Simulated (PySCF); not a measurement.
# Identify the compound

The spectra below were simulated for a compound C$_{7}$H$_{5}$FO$_{2}$.

¹H NMR (400 MHz, computed): δ 8.60 (m, 2H), 7.44 (m, 2H), 6.34 (br s, 1H).

¹³C{¹H} NMR (computed): δ 176.7, 169.9, 140.2 (2C), 128.8, 121.1 (2C).

Theory: geometry: GFN2-xTB, shieldings: GIAO PBE0/pcSseg-1, in PySCF 2.14 (isolated molecule, no relativistic terms, fast rotation and ring inversion assumed for equivalent nuclei, a single conformation).

Referencing at the same level of theory: TMS for ¹H (σref 31.72), ¹³C (σref 186.93).

Question: Which of these isomers gave the spectra?
A. C=Cc1cc(F)oc(=O)c1
B. CC1=C(F)C(=O)C(=O)C=C1
C. O=C(O)c1ccc(F)cc1
D. C=Cc1coc(C(=O)F)c1
E. O=C(O)c1ccccc1F

Answer: C. 

1. The formula gives 5 degrees of unsaturation (1 ring in the answer).
2. 5 carbon signals for 7 carbons: some carbons are equivalent by symmetry or fast rotation.
3. Carbon types of the structure: 3 × C, 4 × CH, leaving 1 H on heteroatoms.
4. δC 176.7: aromatic carbon bearing fluorine; σ withdrawal by the attached heteroatom moves it downfield of the ring CH carbons.
5. δC 169.9: carboxylic acid carbon; it is a carbonyl in resonance with an O or N lone pair, the region of acids, esters and amides.
6. δC 140.2, 121.1: aromatic CH.
7. δC 128.8: substituted aromatic carbon.
8. δH 8.60, 7.44: hydrogen on an aromatic CH.

The others: CC1=C(F)C(=O)C(=O)C=C1 would give 7 carbon signals, not 5; C=Cc1cc(F)oc(=O)c1 would give 7 carbon signals, not 5; O=C(O)c1ccccc1F would give 7 carbon signals, not 5; C=Cc1coc(C(=O)F)c1 would give 7 carbon signals, not 5.

The OH or NH signal is concentration- and solvent-dependent in practice; the value given is the gas-phase one. Splittings by ¹⁹F in the carbon and heteronuclear signals aren't shown, as no couplings were computed. Shifts are as computed. Against solution values, carbons near 30 ppm lie about +3 ppm off and those near 130 ppm about +5 ppm. Of 1211 compounds with measured shifts, 218 miss one by over three times the rms of a fit or turn the order of signals round; such compounds aren't used in these exercises. Hydrogen bonding in solution deshields acid and N–H amide carbonyl carbons by as much as 10 ppm beyond these values. No couplings were computed; multiplicities are counted from neighbouring protons, with m where these are inequivalent, close in shift, in a saturated or five-membered ring or joined by F or P, and br s for small geminal =CH2 splittings.
